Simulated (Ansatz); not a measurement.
**Question.** Name a neutral molecule of C, Cl, F, I and H with size of the dipole moment (PBE/def2-TZVPP) between 0.50 and 0.80 D and size of the dipole moment (B3LYP/def2-TZVPP) between 0.45 and 0.75 D (Ansatz, PBE0-D4/def2-TZVP geometry).

**Answer.** `FC(F)C(Cl)I` (0.53 D, 0.69 D). Other molecules can fit too; these were computed, each in one conformer that needn't be the lowest.

B3LYP here is the variant with VWN-RPA as its local correlation; programs differ in this.
